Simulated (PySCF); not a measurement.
# Molecular orbitals of TlBi⁺

r²SCAN at R = 3.345 Å; Tl def2-SVP with ECP60, Bi def2-SVP with ECP60; scalar-relativistic core potentials (PySCF 2.14). State: ⁴Σ⁻ (quartet), unpaired electrons σ ↑, π ↑↑. Only the outer orbitals are listed, counted within each symmetry, core potentials removing the inner ones.

```json
{"spin": "α", "orbital": "7σ", "occ.": "1", "ε (eV)": "-20.48", "on Tl (%)": "4", "main shells (%)": "96 Bi s"}
{"spin": "α", "orbital": "8σ", "occ.": "1", "ε (eV)": "-15.70", "on Tl (%)": "94", "main shells (%)": "94 Tl s"}
{"spin": "α", "orbital": "9σ", "occ.": "1", "ε (eV)": "-10.68", "on Tl (%)": "25", "main shells (%)": "74 Bi p, 20 Tl p"}
{"spin": "α", "orbital": "5π", "occ.": "1", "ε (eV)": "-10.21", "on Tl (%)": "4", "main shells (%)": "96 Bi p"}
{"spin": "α", "orbital": "5π", "occ.": "1", "ε (eV)": "-10.21", "on Tl (%)": "4", "main shells (%)": "96 Bi p"}
{"spin": "α", "orbital": "6π", "occ.": "0", "ε (eV)": "-7.15", "on Tl (%)": "96", "main shells (%)": "96 Tl p"}
{"spin": "α", "orbital": "6π", "occ.": "0", "ε (eV)": "-7.15", "on Tl (%)": "96", "main shells (%)": "96 Tl p"}
{"spin": "α", "orbital": "10σ", "occ.": "0", "ε (eV)": "-6.07", "on Tl (%)": "78", "main shells (%)": "77 Tl p, 19 Bi p"}
{"spin": "β", "orbital": "7σ", "occ.": "1", "ε (eV)": "-18.34", "on Tl (%)": "5", "main shells (%)": "95 Bi s"}
{"spin": "β", "orbital": "8σ", "occ.": "1", "ε (eV)": "-15.37", "on Tl (%)": "95", "main shells (%)": "95 Tl s"}
{"spin": "β", "orbital": "9σ", "occ.": "0", "ε (eV)": "-8.49", "on Tl (%)": "43", "main shells (%)": "56 Bi p, 40 Tl p"}
{"spin": "β", "orbital": "5π", "occ.": "0", "ε (eV)": "-7.69", "on Tl (%)": "39", "main shells (%)": "60 Bi p, 39 Tl p"}
{"spin": "β", "orbital": "5π", "occ.": "0", "ε (eV)": "-7.69", "on Tl (%)": "39", "main shells (%)": "60 Bi p, 39 Tl p"}
```

Question: Which are the highest filled and the lowest empty level, where do they sit, and how wide is the gap?

Answer: Highest filled α 5π at -10.21 eV (in %: 96 Bi p); lowest empty β 9σ at -8.49 eV (in %: 56 Bi p, 40 Tl p); the gap at r²SCAN is 1.72 eV.

| Quantity | Value |
| --- | --- |
| bond order (Mayer) | 0.53 |
| ⟨S²⟩ | 3.757 |
| charge on Tl (Mulliken, basis-dependent) | 0.73 |
| charge on Tl (Löwdin, basis-dependent) | 0.64 |
| dipole moment (positive dipole points towards Bi; it is taken about the centre of mass and depends on that origin) | -3.16 D |

These are scalar-relativistic numbers at best; spin–orbit coupling would shift them, the dissociation energy most. The state is the lowest determinant that a PBE0 search found; another state may lie lower at other levels.
